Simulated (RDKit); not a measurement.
Job for RDKit: MMFF94 on CH3F (SMILES CF).

```python
from rdkit import Chem
from rdkit.Chem import AllChem, rdDetermineBonds

blocks = [
'''5

C     0.61175992    0.30547123    4.16412767
F    -0.68194591    0.68912258    3.80351735
H     0.54709909   -0.60190499    4.76549193
H     1.18362677    0.12354050    3.25556873
H     1.06068152    1.11136812    4.74563350
''',
]
mol = None
for b in blocks:
    f = Chem.MolFromXYZBlock(b)
    rdDetermineBonds.DetermineBonds(f, charge=0)
    mol = f if mol is None else Chem.CombineMols(mol, f)
Chem.SanitizeMol(mol)
print(Chem.MolToSmiles(Chem.RemoveHs(mol)))
ff = AllChem.MMFFGetMoleculeForceField(mol, AllChem.MMFFGetMoleculeProperties(mol), nonBondedThresh=100.0, ignoreInterfragInteractions=False)
e = ff.CalcEnergy()
print(f'MMFF94 energy {e:.6f} kcal/mol')
```

Output:

```
CF
MMFF94 energy 0.721585 kcal/mol
```

The run finished.

Cost: around 0.04 core-seconds (rough).
